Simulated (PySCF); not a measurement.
# Ionising ZrBr

M06-L; basis Zr def2-TZVPPD with ECP28, Br def2-TZVPPD; scalar-relativistic core potentials; PySCF 2.14. Neutral (UKS): quartet (σ ↑, π ↑, δ ↑), Re = 2.534 Å, ωe = 257 cm⁻¹, HOMO -3.59 eV, LUMO -2.89 eV.

ZrBr⁺ (UKS): triplet (σ ↑, δ ↑), Re = 2.393 Å, ωe = 326 cm⁻¹. The energies at the minima are -2621.05801 hartree for ZrBr and -2620.83767 for ZrBr⁺.

(1) Work out the adiabatic ionisation energy, without and with harmonic zero-point energies (1 hartree = 27.2114 eV, 1 eV = 8065.5 cm⁻¹), and the change of the bond length.

De is left out where the level can put another filling of the metal’s s and d shells below the measured ground configuration, by anything from nothing to about 1 eV. Spin–orbit coupling is left out, which matters for elements this heavy, above all for dissociation energies. The state is the lowest single determinant that the PBE0 search found; with open d or f shells the true ground state can be another one.

Answers

(1) At M06-L: 0.22034 hartree = 5.996 eV between the minima; the zero-point term (326.0 − 257.0)/2 cm⁻¹ = +0.004 eV makes it 6.000 eV. Re changes by -14.1 pm against the neutral. The electron leaves a π orbital; in so polar a molecule the change of length follows mostly from the change of the ionic charges.
